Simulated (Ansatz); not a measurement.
Born–Oppenheimer molecular dynamics of H₆O₃Si₂ (11 atoms, charge 0, multiplicity 1). It starts from a relaxed structure.

These are results of RKS BHLYP-D4/STO-3G in Ansatz 0.2.0, not measurements.

```
ensemble                      : NVE (velocity Verlet)
time step                     : 0.5 fs
steps asked                   : 500
starting velocities drawn for : 2000 K
seed                          : 382726
```

First frame:

```xyz
11
Properties=species:S:1:pos:R:3
Si -0.055 -0.129 0.190
Si 0.031 0.037 2.439
H -1.248 -0.264 3.009
H 0.982 -0.888 2.977
H 0.405 1.359 2.841
O 1.464 0.059 -0.524
H 1.496 -0.625 -1.258
O -1.106 1.081 -0.336
H -1.026 1.122 -1.336
O -0.551 -1.613 -0.453
H -1.484 -1.789 -0.130
```

(1) How far do the bonds stretch over the last three quarters of this one trajectory? (Pairs bonded in most of those frames.)

## Answers

(1) 
```json
{"bond": "Si1–Si2", "mean (Å)": "2.267", "spread (Å)": "0.053", "shortest": "2.15", "longest": "2.34"}
{"bond": "Si1–O6", "mean (Å)": "1.704", "spread (Å)": "0.025", "shortest": "1.65", "longest": "1.75"}
{"bond": "Si1–O8", "mean (Å)": "1.713", "spread (Å)": "0.030", "shortest": "1.65", "longest": "1.79"}
{"bond": "Si1–O10", "mean (Å)": "1.706", "spread (Å)": "0.047", "shortest": "1.62", "longest": "1.81"}
{"bond": "Si2–H3", "mean (Å)": "1.449", "spread (Å)": "0.094", "shortest": "1.29", "longest": "1.61"}
{"bond": "Si2–H4", "mean (Å)": "1.444", "spread (Å)": "0.076", "shortest": "1.30", "longest": "1.59"}
{"bond": "Si2–H5", "mean (Å)": "1.436", "spread (Å)": "0.033", "shortest": "1.38", "longest": "1.49"}
{"bond": "O6–H7", "mean (Å)": "1.008", "spread (Å)": "0.022", "shortest": "0.97", "longest": "1.04"}
{"bond": "O8–H9", "mean (Å)": "1.010", "spread (Å)": "0.009", "shortest": "0.99", "longest": "1.03"}
{"bond": "O10–H11", "mean (Å)": "1.019", "spread (Å)": "0.058", "shortest": "0.93", "longest": "1.10"}
```

Mean temperature of the second half: 1044 K. The conserved energy stayed within 1.5 meV per atom of its start (net change 0.82 meV per atom), so the integration is sound. Over the second half the temperature averaged 0.52 of the 2000 K drawn at the start: a run that starts near a minimum puts about half its kinetic energy into the potential. A run of 0.25 ps of so small a system gives no equilibrium averages. Limits of this set-up: minimal basis.

The run took 18 min on 1 thread of Arm Neoverse V2 (shared host), peak memory 0.1 GiB.
